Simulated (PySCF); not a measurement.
boric acid (BH3O3), SMILES OB(O)O. Geometry: PBE-D3(BJ)/def2-SVP. One conformer was computed; it need not be the lowest.

Q: Give the equilibrium geometry at PBE-D3(BJ)/def2-SVP (PySCF confirms it by a frequency run) as bond lengths and angles, and its point group. (Estimate from the structure and the level; the computed values follow.)

A: Several could match; the one computed here: point group Cs.
Atoms: O1 B2 O3 O4 H5 H6 H7. Bonded distances (Å): O1–B2 1.371, O1–H5 0.972, B2–O3 1.387, B2–O4 1.378, O3–H6 0.971, O4–H7 0.970. Angles (°): B2–O1–H5 110.1, O1–B2–O3 118.3, O1–B2–O4 116.3, O3–B2–O4 125.4, B2–O3–H6 114.5, B2–O4–H7 113.9.
